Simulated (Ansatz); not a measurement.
Cost and result for the atomization energy of CH8AlClSi2, SMILES `C[Si]([AlH2])([SiH3])Cl` (13 atoms, 12 bonds).

```tsv
atom	x (Å)	y (Å)	z (Å)
C1	0.7084	0.3520	-1.7418
Si2	-0.2321	-0.2106	-0.2208
Al3	0.5037	-2.2830	0.8647
Si4	-0.6756	1.6018	1.1935
Cl5	-2.1153	-0.9036	-0.8733
H6	1.6873	0.7441	-1.4504
H7	0.8637	-0.4793	-2.4324
H8	0.1633	1.1418	-2.2635
H9	1.2884	-3.3820	0.0263
H10	0.0889	-2.5795	2.3680
H11	-1.3542	2.7040	0.4575
H12	0.6083	2.1228	1.7444
H13	-1.5349	1.1715	2.3278
```

Total charge 0; spin multiplicity 1. Geometry: relaxed with PBE0-D4/def2-TZVP. Program: Ansatz. All runs use 4 threads of an Arm Neoverse V1 on a shared host. Times are those of one run each, without the atoms' runs, and a repeat can differ threefold. Electronic energies, without spin–orbit coupling; frozen cores. CCSD(T)/CBS adds CCSD(T) − MP2 in def2-TZVPP to the MP2 limit, and its time is that of the two runs behind it. T1 = 0.012. B3LYP takes the VWN-RPA correlation (the form of Gaussian; ORCA's B3LYP/G).

CCSD(T)/CBS is a level of theory with its own doubt, some kJ/mol a heavy atom from the limit and from the frozen cores, so smaller differences don't rank the functionals.

| level | functions | wall time |
| --- | --- | --- |
| PBE-D4/def2-TZVPP (with forces) | 311 | 4.1 s |
| PBE0-D4/def2-TZVPP | 311 | 6 s |
| r2SCAN-D4/def2-TZVPP (with forces) | 311 | 8 s |
| B3LYP-D4/def2-TZVPP (with forces) | 311 | 9.5 s |
| B2PLYP/def2-TZVPP | 311 | 9.5 s |
| ωB97X-V/def2-TZVPP | 311 | 15 s |
| ωB97M-V/def2-TZVPP (with forces) | 311 | 21 s |
| MP2/def2-QZVPP | 577 | 36 s |
| CCSD(T)/def2-TZVPP | 311 | 15 min |
| CCSD(T)/CBS(def2) | – | 15 min |

(1) What atomization energy does each give, and how far from CCSD(T)/CBS? (Best estimate.)

Results:

(1) Ansatz gave: 
```
                             level  atomization (kcal/mol)  difference from CCSD(T)/CBS  per bond
   PBE-D4/def2-TZVPP (with forces)                   954.6                         -4.1      -0.3
                PBE0-D4/def2-TZVPP                   952.0                         -6.7      -0.6
r2SCAN-D4/def2-TZVPP (with forces)                   960.2                          1.5       0.1
 B3LYP-D4/def2-TZVPP (with forces)                   954.2                         -4.5      -0.4
                 B2PLYP/def2-TZVPP                   940.5                        -18.2      -1.5
                ωB97X-V/def2-TZVPP                   965.1                          6.4       0.5
  ωB97M-V/def2-TZVPP (with forces)                   958.0                         -0.7      -0.1
                    MP2/def2-QZVPP                   948.1                        -10.6      -0.9
                CCSD(T)/def2-TZVPP                   933.7                        -25.0      -2.1
                 CCSD(T)/CBS(def2)                   958.7                          0.0       0.0
```

The D4 term adds +13.5 kcal/mol with B3LYP and +7.3 kcal/mol with PBE0; it sums over pairs of atoms, weighted by their polarisabilities, and B3LYP, whose exchange is more repulsive, gets the larger term. In def2-TZVPP, CCSD(T) changes the Hartree–Fock value by +202.7 kcal/mol (the triples alone add +10.3 kcal/mol) and MP2 by +202.3 kcal/mol; breaking electron pairs costs correlation energy, which Hartree–Fock lacks. From PBE to PBE0 (25 % exact exchange), in def2-TZVPP and without D4, the atomization energy moves by −1.5 kcal/mol: exact exchange takes away binding that semilocal exchange gives to molecules.
